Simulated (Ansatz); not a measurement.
```yaml
crystal:
  periodic: [false, false, false]
  atoms:
    - {symbol: O, position_ang: [-0.633322, 1.855435, -0.635481]}
    - {symbol: Zr, position_ang: [-0.050958, 0.131625, -0.043461]}
    - {symbol: O, position_ang: [-0.095076, -1.192138, -1.429831]}
    - {symbol: O, position_ang: [-1.092543, -0.492283, 1.440863]}
    - {symbol: S, position_ang: [2.298026, 0.473300, 0.675926]}
    - {symbol: H, position_ang: [-1.012753, 2.571731, -1.135929]}
    - {symbol: H, position_ang: [-0.300707, -1.954972, -1.961214]}
    - {symbol: H, position_ang: [-1.605614, -0.544993, 2.241183]}
    - {symbol: H, position_ang: [2.492956, -0.847705, 0.847944]}
basis:
  gaussian: {orbitals: def2-TZVP}
magnetization: {spin_polarized: true, initial_magnetization: 2}
hamiltonian: {xc: {name: HF}}
correlation: {active_space: {window: {electrons: 3, orbitals: 2}}}
scf: {lower_state_search: light}
```

```sh
$ ansatz run in.yaml --threads 4 --pin off --events-out ev --progress --plain --max-ram 10444MiB
```

Problem. How does Ansatz answer? (Best estimate.)

Solution. Computed: The input was rejected before any iteration.
```
Error: invalid value for `correlation.active_space`: it starts from restricted Hartree–Fock orbitals; set hamiltonian.xc: hf without magnetization.spin_polarized
```
